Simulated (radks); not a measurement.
As, 33 electrons, occupied as [Ar] 3d10 4s2 4p3.

All-electron calculation, scalar-relativistic Kohn-Sham, PBE, spin-unpolarised, spherical densities, finite nucleus; Fermi nuclear charge, rms radius 4.0968 fm. Program: a radial shooting solver on a logarithmic mesh with Libxc functionals.

Energy parts (eV):
total: -61519.272
kinetic: 62702.841
electron-nucleus: -148283.140
Hartree: 26336.047
exchange-correlation: -2275.019

Orbitals (lengths in bohr, moments of r in powers of bohr; <r^-3> diverges for s and p1/2):
| orbital | occ. | eigenvalue (eV) | <r^-3> |
|---|---|---|---|
| 1s | 2 | -11719.36 | - |
| 2s | 2 | -1486.743 | - |
| 2p | 6 | -1303.654 | 1106 |
| 3s | 2 | -190.3030 | - |
| 3p | 6 | -133.6778 | 153.2 |
| 3d | 10 | -40.6457 | 16.91 |
| 4s | 2 | -14.4940 | - |
| 4p | 3 | -5.1950 | 8.355 |

The highest occupied level is 4p at -5.195 eV. The density falls to 0.001 e/bohr^3 at r = 4.39 bohr. Summed over all electrons, <r^2> = 41.63 bohr^2, which gives a Langevin (diamagnetic) susceptibility term of -33 x 10^-6 cm^3/mol. For comparison, the ionisation energy in NIST's Atomic Spectra Database is 9.789 eV (measured). In exact Kohn-Sham theory the highest level is minus the ionisation energy, but local and semilocal functionals leave it too shallow, through self-interaction and a potential that decays too fast; potentials with the right tail come closer.

Beside tabulated values, note that spin-unpolarised runs miss the spin-polarisation part of the exchange energy of open shells.
